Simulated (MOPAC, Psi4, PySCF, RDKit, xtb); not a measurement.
Two geometries of SMILES O/C=C\S (C2H4OS), relaxed at B3LYP-D3(BJ)/def2-SVP with one dihedral held; other torsions can differ between them too.

Structure A

```
8

O     -1.3877    -0.9705     0.1465
C     -0.9302     0.2820     0.0494
C      0.3584     0.6469    -0.0976
S      1.6146    -0.6068    -0.2780
H     -0.6092    -1.5611     0.0902
H     -1.7309     1.0272     0.0998
H      0.6357     1.6987    -0.1800
H      2.0806    -0.6173     0.9985
```

Structure B

```
8

O      1.3941    -0.9814    -0.1029
C      0.9114     0.2726    -0.0424
C     -0.0500     0.7151     0.7884
S     -0.8475    -0.4052     1.9209
H      0.6798    -1.5911     0.1565
H      1.4683     0.9710    -0.6767
H     -0.3377     1.7679     0.7879
H     -2.1031    -0.3275     1.4119
```

Q: Which is lower in energy at the level DF-MP2 (frozen core)/cc-pVTZ // B3LYP-D3(BJ)/def2-SVP run with Psi4, and by how much?

A: A is lower, by 2.43 kcal/mol (dihedral H5–O1–C2–C3: 0° in A, 30° in B).

E(B) − E(A) in kcal/mol at the other levels, on the same two geometries: MMFF94 // B3LYP-D3(BJ)/def2-SVP (RDKit) 1.45; PBE0/def2-TZVP // B3LYP-D3(BJ)/def2-SVP (Psi4) 2.55; PBE0-D3(BJ)/def2-TZVP // B3LYP-D3(BJ)/def2-SVP (Psi4) 2.58; PBE/def2-TZVP // B3LYP-D3(BJ)/def2-SVP (Psi4) 2.67; PBE-D3(BJ)/def2-TZVP // B3LYP-D3(BJ)/def2-SVP (Psi4) 2.71; r2SCAN/def2-TZVP // B3LYP-D3(BJ)/def2-SVP (Psi4) 2.57; HF/cc-pVTZ // B3LYP-D3(BJ)/def2-SVP (Psi4) 1.78; UFF // B3LYP-D3(BJ)/def2-SVP (RDKit) -0.97; PM6, restricted, heats of formation // B3LYP-D3(BJ)/def2-SVP (MOPAC) 1.13; PM3, restricted, heats of formation // B3LYP-D3(BJ)/def2-SVP (MOPAC) 0.96; GFN1-xTB // B3LYP-D3(BJ)/def2-SVP (xtb) 1.86; restricted B3LYP/6-31G*, spherical d // B3LYP-D3(BJ)/def2-SVP (PySCF) 2.36; restricted MP2 (frozen core)/6-31G*, spherical d // B3LYP-D3(BJ)/def2-SVP (PySCF) 2.18; restricted LDA (SVWN5)/6-31G*, spherical d // B3LYP-D3(BJ)/def2-SVP (PySCF) 3.19; restricted Hartree-Fock/LANL2DZ, with its core potentials past Ne // B3LYP-D3(BJ)/def2-SVP (PySCF) 1.26.
